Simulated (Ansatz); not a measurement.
Reaction (redistribution): `COB(C)[SeH]` + `[AlH2]/[N]=C\S` → `[AlH2]/[N]=C\[SeH]` + `COB(C)S`

Program: Ansatz. Geometries: PBE0-D4/def2-TZVP. ΔE: electronic, gas phase. CBS: MP2 limit from def2 TZ/QZ plus the TZ coupled-cluster correction, frozen cores. Double bonds are as drawn, so ΔE can hold a change between cis and trans. DFT in def2-TZVPP. B3LYP here is the variant with VWN-RPA as its local correlation; programs differ in this. For Se outer-core shells are correlated without core-valence functions, which leaves a few kJ/mol of doubt a bond. Scalar relativity is left out up to krypton. Each species was taken in one conformer, which may not be the lowest.

`COB(C)[SeH]`:

```xyz
12

C     2.058   -0.326    0.116
O     0.856   -0.174   -0.610
B    -0.337    0.053   -0.023
C    -1.615    0.208   -0.912
Se   -0.415    0.180    1.948
H     1.998   -1.182    0.795
H     2.281    0.575    0.695
H     2.861   -0.496   -0.601
H    -1.373    0.109   -1.972
H    -2.087    1.182   -0.755
H    -2.365   -0.546   -0.656
H    -1.862    0.416    1.977
```

`[AlH2]/[N]=C\S`:

Cartesian coordinates in Å:
```
Al -0.144 1.450 -1.371
N -0.183 0.278 -0.073
C -0.151 -0.587 0.811
S 1.011 -1.928 0.816
H -1.041 1.165 -2.639
H 0.762 2.729 -1.171
H -0.831 -0.611 1.673
H 0.578 -2.495 1.954
```

`[AlH2]/[N]=C\[SeH]`:

Cartesian coordinates in Å:
```
Al -1.246 -1.079 1.203
N -0.017 -0.218 0.298
C 0.809 0.406 -0.373
Se 0.340 1.450 -1.929
H -1.555 -2.565 0.771
H -1.935 -0.312 2.399
H 1.886 0.438 -0.167
H 1.718 1.881 -2.203
```

`COB(C)S`:

Cartesian coordinates in Å:
```
C -1.543 -0.398 1.326
O -1.022 -0.224 0.025
B 0.277 0.071 -0.208
C 0.765 0.244 -1.687
S 1.405 0.254 1.223
H -2.606 -0.618 1.232
H -1.049 -1.229 1.838
H -1.417 0.510 1.923
H 1.194 1.237 -1.848
H 1.551 -0.478 -1.928
H -0.056 0.106 -2.393
H 2.499 0.526 0.497
```

```json
{"level": "PBE0-D4", "ΔE (kJ/mol)": "-4.7", "difference from CCSD(T)/CBS": "-2.6"}
{"level": "B3LYP-D4", "ΔE (kJ/mol)": "-7.0", "difference from CCSD(T)/CBS": "-4.9"}
{"level": "ωB97X-V", "ΔE (kJ/mol)": "-4.5", "difference from CCSD(T)/CBS": "-2.4"}
{"level": "ωB97M-V", "ΔE (kJ/mol)": "-4.5", "difference from CCSD(T)/CBS": "-2.4"}
{"level": "B2PLYP", "ΔE (kJ/mol)": "-6.5", "difference from CCSD(T)/CBS": "-4.4"}
{"level": "PBE", "ΔE (kJ/mol)": "-6.7", "difference from CCSD(T)/CBS": "-4.6"}
{"level": "PBE0", "ΔE (kJ/mol)": "-5.0", "difference from CCSD(T)/CBS": "-2.9"}
{"level": "B3LYP", "ΔE (kJ/mol)": "-7.7", "difference from CCSD(T)/CBS": "-5.6"}
{"level": "HF/def2-TZVPP", "ΔE (kJ/mol)": "-4.5", "difference from CCSD(T)/CBS": "-2.4"}
{"level": "MP2/def2-TZVPP", "ΔE (kJ/mol)": "-4.5", "difference from CCSD(T)/CBS": "-2.4"}
{"level": "SCS-MP2/def2-TZVPP", "ΔE (kJ/mol)": "-5.2", "difference from CCSD(T)/CBS": "-3.1"}
{"level": "CCSD/def2-TZVPP", "ΔE (kJ/mol)": "-5.0", "difference from CCSD(T)/CBS": "-2.9"}
{"level": "SCS-MP2/def2-QZVPP", "ΔE (kJ/mol)": "-3.6", "difference from CCSD(T)/CBS": "-1.5"}
{"level": "HF/CBS(def2)", "ΔE (kJ/mol)": "-4.4", "difference from CCSD(T)/CBS": "-2.3"}
{"level": "MP2/CBS(def2)", "ΔE (kJ/mol)": "-1.4", "difference from CCSD(T)/CBS": "0.7"}
{"level": "CCSD/CBS(def2)", "ΔE (kJ/mol)": "-2.0", "difference from CCSD(T)/CBS": "0.1"}
{"level": "CCSD(T)/CBS", "ΔE (kJ/mol)": "-2.1", "difference from CCSD(T)/CBS": "0"}
```

Largest T1 diagnostic among the species: 0.015.
